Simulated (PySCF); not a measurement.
**Telling isomers of C7H12O2Si apart by NMR**

- PBE0-D3(BJ)/def2-SVP structure
- shielding tensors at PBE0/pcSseg-1 (GIAO)
- program: PySCF
- a single conformation, averaged over atoms made equivalent by symmetry, fast rotation or ring inversion, in vacuum, non-relativistic Hamiltonian

Shifts are taken against calculated references (same method and geometry level): 1H (σref 31.27), 13C (σref 184.41) against TMS. Where no couplings were computed, multiplicities follow the n + 1 count of equivalent neighbours, and m marks all less simple cases (inequivalent or close neighbours, rings, F or P nearby). Shifts are as computed. Against solution values, carbons near 30 ppm lie about +2 ppm off and those near 130 ppm about +5 ppm. Of 1211 compounds with measured shifts, 218 miss one by over three times the rms of a fit or turn the order of signals round; such compounds aren't used in these exercises.

(1) Tabulate the signals of `C[Si](C)(C)Oc1ccoc1`, `C[Si](C)(C)Oc1ccco1` and their relative energies.

(2) What is the quickest way to tell C[Si](C)(C)Oc1ccoc1 from C[Si](C)(C)Oc1ccco1?

## Answers

(1) 
```json
{"SMILES": "C[Si](C)(C)Oc1ccoc1", "carbon types": "1×C 3×CH 3×CH3", "δC": "150.7, 144.2, 132.0, 108.5, -0.1", "δH": "7.25 (m, 1H), 7.11 (m, 1H), 6.14 (m, 1H), 0.27 (s, 9H)", "E rel. (kcal/mol)": "7.3"}
{"SMILES": "C[Si](C)(C)Oc1ccco1", "carbon types": "1×C 3×CH 3×CH3", "δC": "163.0, 132.9, 118.3, 86.6, 0.3", "δH": "6.70 (m, 1H), 6.38 (m, 1H), 5.31 (m, 1H), 0.31 (s, 9H)", "E rel. (kcal/mol)": "0.0"}
```

Energies are electronic energies at PBE0/pcSseg-1 on these geometries, without zero-point or thermal terms, each for the one conformer computed, which needn't be the lowest.

(2) Both give the same number of carbon signals, with the same numbers of each carbon type, so the positions decide. The first has an aromatic carbon bearing oxygen (C) at 150.7 ppm, the second an aromatic CH at 86.6 ppm. Their most deshielded carbons lie at 150.7 and 163.0 ppm. In the proton spectra the most deshielded non-exchanging signals are 7.25 (m, 1H) and 6.70 (m, 1H).
